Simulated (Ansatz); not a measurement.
```xyz
13

C     0.1309   -0.9473   -1.8137
Si    0.7053   -0.1083   -0.2600
C    -0.3725    1.1889    0.5606
C    -0.4154    0.1453    1.7001
O     0.3644   -0.9414    1.1477
H     0.6812   -1.8796   -1.9684
H     0.3113   -0.3082   -2.6829
H    -0.9347   -1.1819   -1.7685
H     2.1518    0.2254   -0.4059
H    -1.3421    1.3831    0.1025
H     0.0919    2.1350    0.8346
H     0.0513    0.4990    2.6234
H    -1.4234   -0.2099    1.9306
```

The species carries charge 0 and has multiplicity 1.

**Question.** List the ωB97M-V/def2-TZVPP orbital energies in eV (the Gaussian-basis code of Ansatz). (Best estimate.)

**Answer.** Ansatz gave: Occupied: -1807.07, -525.51, -282.84, -281.01, -280.99, -148.07, -102.22, -102.17, -102.15, -30.84, -23.24, -22.43, -19.94, -16.36, -15.94, -15.19, -14.34, -13.91, -13.52, -12.99, -11.85, -11.14, -10.37, -10.01. Lowest empty: 2.16, 2.65, 2.76, 3.50, 4.05, 4.41, 4.53, 4.62.
